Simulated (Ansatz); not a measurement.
Compare A (`OCBF`) with its isomer B (`COBF`).

Program: Ansatz. Geometries: PBE0-D4/def2-TZVP. ΔE: electronic, gas phase. CBS: MP2 limit from def2 TZ/QZ plus the TZ coupled-cluster correction, frozen cores. This one scheme is used for every species. Functionals use def2-TZVPP. B3LYP here is the variant with VWN-RPA as its local correlation; programs differ in this. One conformer a species, not always the lowest.

**Question.** Which isomer does CCSD(T)/CBS put lower? Give the gap. (An estimate is asked.)

**Answer.** Computed: B, by 149.5 kJ/mol.

**Question.** Give E(B) − E(A) in kJ/mol with r2SCAN-D4, HF/def2-TZVPP, B3LYP, MP2/def2-TZVPP, PBE0-D4, PBE-D4, ωB97M-V. (Estimate.)

**Answer.** The calculation gave: r2SCAN-D4 -150.2, HF/def2-TZVPP -161.0, B3LYP -152.7, MP2/def2-TZVPP -154.7, PBE0-D4 -145.5, PBE-D4 -143.2, ωB97M-V -148.7. None reverses the order clearly.

Largest T1 diagnostic: 0.013.

In def2-TZVPP, CCSD(T) changes the Hartree–Fock value by +8.5 kJ/mol (the triples alone add +0.2 kJ/mol) and MP2 by +6.4 kJ/mol.
